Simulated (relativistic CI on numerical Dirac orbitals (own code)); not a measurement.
Method of calculation: Dirac-Coulomb-Breit CI, separate exchange-only KLI orbitals for each configuration, a model potential for QED, valence Slater integrals scaled by 0.9, P86 correlation estimate, and configurations built on the next ion tied to the tabulated ionisation energy (semi-empirical) (own radial code, finite nucleus).

CI space (outside the closed core [Ne]): 3s², 3s3d, 3s4s, 3s4p, 3s3p, 3s4d, 3s5s, 3s4f, 3p², 3d², 3p3d, 3p4s, 3d4s, 3s5p, 3s5d, 4s², 3s5f, 3s5g. Levels of other configurations are missing.

Configurations that consist of the next ion and one excited electron were tied to the tabulated ionisation energy; Rydberg ones are usually within 1,000 to 3,000 cm⁻¹ and the lowest ones within about 6,000 (9,000 in d shells), while levels on excited terms of the next ion carry the error of that term, and the other configurations can be misplaced by 10,000 cm⁻¹ or more. Rates follow the energies as ν³ (E1, M1) or ν⁵ (E2), so rates, branching and lifetimes can be off by large factors. 59 of the 69 excited levels that our extract of the measured tables holds in this range could be paired (the sources list more); they are missed by 2876 cm⁻¹ on average and 8978 at most, and levels without a partner can miss by more.

Outline of the computed level scheme of Ar VII. Lowest level of each configuration: 3s² ¹S0 at 0.0000 eV; 3s3p ³P°0 at 14.0765 eV; 3p² ¹D2 at 32.9510 eV; 3s3d ³D1 at 40.5256 eV; 3p3d ³F°2 at 55.1844 eV; 3s4s ³S1 at 64.0968 eV; 3s4p ³P°0 at 70.6396 eV; 3s4d ³D1 at 79.1640 eV; 3d² ³F2 at 81.4440 eV.

Some strong electric-dipole decays among the lowest 39 levels: 3s4s ¹S0 → 3s3p ¹P°1 (2.8e+10 s⁻¹); 3s3d ¹D2 → 3s3p ¹P°1 (1.9e+10 s⁻¹); 3s4s ³S1 → 3s3p ³P°2 (1.9e+10 s⁻¹); 3s4p ¹P°1 → 3s² ¹S0 (1.2e+10 s⁻¹); 3s4d ³D3 → 3s3p ³P°2 (1.2e+10 s⁻¹); 3s4s ³S1 → 3s3p ³P°1 (1.1e+10 s⁻¹); 3s3d ³D3 → 3s3p ³P°2 (1.0e+10 s⁻¹); 3s4d ¹D2 → 3s3p ¹P°1 (8.9e+09 s⁻¹).
